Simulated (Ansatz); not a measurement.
ClGeH, SMILES `[Cl][GeH]`. The species carries charge 0 and has multiplicity 1. Geometry: relaxed with PBE0-D4/def2-TZVP.

```xyz
3

Cl   -0.692   -0.878   -1.119
Ge   -0.043    0.873    0.011
H     0.735    0.006    1.108
```

(1) What is the dipole moment at ωB97M-V/def2-TZVPP? (Best estimate.)

(2) And with PBE, r2SCAN, B3LYP? (Best estimate.)

(3) Give the Mulliken charges with ωB97M-V, PBE, B3LYP in def2-TZVPP. (Estimate.)

Answers

(1) Computed: 1.87 D, with components (0.54, 1.52, 0.94) D in this frame, pointing from negative to positive charge.

(2) The calculation gave: PBE 1.59 D, r2SCAN 1.64 D, B3LYP 1.79 D.

(3) The calculation gave: 
```tsv
atom	ωB97M-V	PBE	B3LYP
Cl1	-0.29	-0.27	-0.30
Ge2	0.31	0.32	0.36
H3	-0.03	-0.05	-0.05
```

B3LYP here is the variant with VWN-RPA as its local correlation; programs differ in this.
